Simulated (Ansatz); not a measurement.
Species: F3Ga, SMILES `[F][Ga]([F])[F]` (charge 0, multiplicity 1), formula F₃Ga.

How many basis functions does frozen-core CCSD(T)/cc-pVTZ // PBE-D3(BJ)/def2-SVP run with Ansatz (a program for electronic structure) use, how many core orbitals are frozen, and how many electrons are correlated?

133 basis functions and 12 frozen orbitals, which leaves 34 correlated electrons (filled d shells below the valence shell are correlated). Core time is of the order of seconds.
